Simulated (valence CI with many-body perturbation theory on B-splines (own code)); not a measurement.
## Pb⁹⁺: E2, M1 decay

Level of theory: valence CI with perturbative core correlation (CI+MBPT): five valence electrons over a frozen Dirac-Fock core [Xe] 4f14, a basis of 7 s, 7 p, 8 d, 6 f, 4 g, 1 h functions for each j, with the one-electron correlation potential Σ1, the two-electron term Σ2, the three-electron term Σ3, Breit, model QED; selected CI, second order for the rest, scaled by the run's own slope (own B-spline code, finite nucleus).

No measured spectrum was set against this ion. As an estimate, terms of the open shell hold to 2 to 4 % of their energy, and close levels can change places. Among the levels kept, up to 1100 cm⁻¹ of a level comes from second order outside the variational space, and about a tenth of that is noise between levels of different J, which matters for small intervals. Excitations out of the core, of the other parity, are not computed and may begin above about 48.5 eV (a cautious bound); beyond it only levels of the ground parity were kept, without lifetimes.

Lines 1 to 50 of 120 in falling wavelength, among levels below 390900 cm⁻¹, chosen from the decays that carry over 1 % of a level's rate. Wavelengths and rates use the calculated energies, so an error of 2000 cm⁻¹ moves a line at 13190 Å by 26 % and its rate by three times that or more. Electric multipoles are in the length gauge, E1 and E2 with the static RPA response of the core. Weak lines are less certain than strong ones. Lines between different terms over intervals too small for the method are left out, as are lines whose strength nearly cancels. Branching is blank where the lifetime is uncertain.

Levels are named by their leading jj configuration (3d3/2^4 stands for four electrons in 3d with j = 3/2), which in mixed levels can hold well under half, so a name can repeat and another be missing. Letters in brackets count levels of one name in rising energy.

```csv
λ vac (Å),Upper,Lower,Type,A (s⁻¹),Branch %
36170,(5d3/2^3 5d5/2^2) J=11/2,(5d3/2^3 5d5/2^2) J=7/2 [a],E2,6.31e-08,
34320,(5d3/2^3 5d5/2^2) J=9/2,(5d3/2^3 5d5/2^2) J=11/2,M1,4.29e-01,10.4
17610,(5d3/2^3 5d5/2^2) J=9/2,(5d3/2^3 5d5/2^2) J=7/2 [a],M1,3.61e+00,87.8
15460,(5d3/2^2 5d5/2^3) J=13/2,(5d3/2^2 5d5/2^3) J=11/2,M1,2.06e+00,4.7
13700,(5d3/2^3 5d5/2^2) J=3/2 [b],(5d3/2^2 5d5/2^3) J=5/2 [a],M1,1.56e+00,1.1
13190,(5d3/2^3 5d5/2^2) J=1/2,(5d3/2^3 5d5/2^2) J=3/2 [a],M1,1.74e+01,99.4
11100,(5d3/2^2 5d5/2^3) J=7/2 [b],(5d3/2^2 5d5/2^3) J=5/2 [b],M1,3.76e+00,2.6
10850,(5d3/2^3 5d5/2^2) J=7/2 [b],(5d3/2^3 5d5/2^2) J=5/2,M1,1.18e+01,17.9
10470,(5d3/2^3 5d5/2^2) J=7/2 [b],(5d3/2^3 5d5/2^2) J=9/2,M1,9.07e-01,1.4
8244,(5d3/2^2 5d5/2^3) J=3/2 [a],(5d3/2^2 5d5/2^3) J=5/2 [a],M1,2.40e+01,2.8
7995,(5d3/2^2 5d5/2^3) J=9/2 [a],(5d3/2^3 5d5/2^2) J=7/2 [b],M1,2.07e+01,11.1
7883,(5d3/2^3 5d5/2^2) J=7/2 [a],(5d3/2^4 5d5/2) J=5/2 [b],M1,3.66e+01,34.4
7849,(5d3/2^2 5d5/2^3) J=5/2 [c],(5d3/2^2 5d5/2^3) J=3/2 [a],M1,8.06e+00,1.3
7787,(5d3/2^2 5d5/2^3) J=9/2 [b],(5d3/2^2 5d5/2^3) J=9/2 [a],M1,1.19e+01,1.9
7121,(5d3/2^3 5d5/2^2) J=3/2 [a],(5d3/2^4 5d5/2) J=5/2 [b],M1,1.99e+01,4.5
6889,(5d3/2^2 5d5/2^3) J=7/2 [b],(5d3/2^2 5d5/2^3) J=9/2 [a],M1,4.21e+00,2.9
6565,(5d3/2^3 5d5/2^2) J=7/2 [b],(5d3/2^3 5d5/2^2) J=7/2 [a],M1,2.56e+01,39.0
6208,(5d3/2^2 5d5/2^3) J=9/2 [c],(5d3/2^2 5d5/2^3) J=7/2 [b],M1,1.22e+01,4.0
6127,(5d3/2 5d5/2^4) J=7/2 [a],(5d3/2^2 5d5/2^3) J=5/2 [c],M1,2.72e+01,2.8
5977,(5d3/2^3 5d5/2^2) J=3/2 [b],(5d3/2^3 5d5/2^2) J=1/2,M1,7.00e+00,5.1
5799,(5d3/2^2 5d5/2^3) J=7/2 [a],(5d3/2^3 5d5/2^2) J=5/2,M1,3.68e+01,16.5
5719,(5d3/2^2 5d5/2^3) J=3/2 [b],(5d3/2^2 5d5/2^3) J=3/2 [a],M1,3.41e+01,12.9
5691,(5d3/2^2 5d5/2^3) J=5/2 [c],(5d3/2^3 5d5/2^2) J=3/2 [b],M1,5.58e+01,9.3
5687,(5d3/2^2 5d5/2^3) J=7/2 [a],(5d3/2^3 5d5/2^2) J=9/2,M1,7.11e+01,31.9
5623,(5d3/2^2 5d5/2^3) J=9/2 [c],(5d3/2^2 5d5/2^3) J=9/2 [b],M1,7.04e+01,22.9
5550,(5d3/2^2 5d5/2^3) J=5/2 [b],(5d3/2^3 5d5/2^2) J=7/2 [b],M1,2.99e+01,6.5
5455,(5d3/2^2 5d5/2^3) J=1/2 [a],(5d3/2^3 5d5/2^2) J=1/2,M1,1.63e+02,47.7
5443,(5d3/2^2 5d5/2^3) J=5/2 [a],(5d3/2^3 5d5/2^2) J=7/2 [a],M1,6.61e+01,11.3
5347,(5d3/2^3 5d5/2^2) J=5/2,(5d3/2^4 5d5/2) J=5/2 [b],M1,1.80e+02,84.7
5268,(5d3/2 5d5/2^4) J=7/2 [a],(5d3/2^2 5d5/2^3) J=9/2 [b],M1,3.85e+01,4.0
5264,(5d3/2^2 5d5/2^3) J=7/2 [b],(5d3/2^2 5d5/2^3) J=7/2 [a],M1,3.49e+01,23.8
5255,(5d3/2^2 5d5/2^3) J=11/2,(5d3/2^3 5d5/2^2) J=9/2,M1,3.18e+01,16.0
5088,(5d3/2^3 5d5/2^2) J=3/2 [b],(5d3/2^3 5d5/2^2) J=5/2,M1,2.06e+01,14.8
5004,(5d3/2^2 5d5/2^3) J=5/2 [c],(5d3/2^2 5d5/2^3) J=7/2 [a],M1,4.87e+01,8.1
4946,(5d3/2 5d5/2^4) J=5/2 [a],(5d3/2^2 5d5/2^3) J=3/2 [a],M1,6.96e+01,5.1
4870,(5d3/2^4 5d5/2) J=5/2 [b],(5d3/2^4 5d5/2) J=5/2 [a],M1,2.05e+02,100.0
4793,(5d3/2^2 5d5/2^3) J=1/2 [b],(5d3/2^2 5d5/2^3) J=3/2 [a],M1,4.51e+01,7.5
4638,(5d3/2^2 5d5/2^3) J=3/2 [a],(5d3/2^3 5d5/2^2) J=1/2,M1,1.99e+01,2.3
4557,(5d3/2^2 5d5/2^3) J=11/2,(5d3/2^3 5d5/2^2) J=11/2,M1,1.68e+02,84.0
4465,(5d3/2 5d5/2^4) J=11/2,(5d3/2^2 5d5/2^3) J=9/2 [b],M1,4.63e+01,5.1
4299,(5d3/2^2 5d5/2^3) J=7/2 [a],(5d3/2^3 5d5/2^2) J=7/2 [a],M1,6.73e+01,30.2
4113,(5d3/2^3 5d5/2^2) J=3/2 [b],(5d3/2^3 5d5/2^2) J=3/2 [a],M1,1.62e+01,11.7
4084,(5d3/2^2 5d5/2^3) J=3/2 [a],(5d3/2^3 5d5/2^2) J=5/2,M1,3.99e+01,4.6
4021,(5d3/2^2 5d5/2^3) J=5/2 [c],(5d3/2^2 5d5/2^3) J=5/2 [a],M1,4.36e+01,7.3
4004,(5d3/2^2 5d5/2^3) J=9/2 [a],(5d3/2^3 5d5/2^2) J=11/2,M1,6.92e+01,37.0
3945,(5d3/2^2 5d5/2^3) J=9/2 [b],(5d3/2^3 5d5/2^2) J=7/2 [b],M1,4.11e+01,6.4
3892,(5d3/2^2 5d5/2^3) J=1/2 [b],(5d3/2^3 5d5/2^2) J=3/2 [b],M1,7.74e+00,1.3
3859,(5d3/2^2 5d5/2^3) J=1/2 [a],(5d3/2^3 5d5/2^2) J=3/2 [a],M1,1.77e+02,52.1
3800,(5d3/2 5d5/2^4) J=7/2 [a],(5d3/2^2 5d5/2^3) J=5/2 [b],M1,1.46e+02,15.3
3700,(5d3/2^2 5d5/2^3) J=7/2 [b],(5d3/2^3 5d5/2^2) J=7/2 [b],M1,1.47e+01,10.0
```
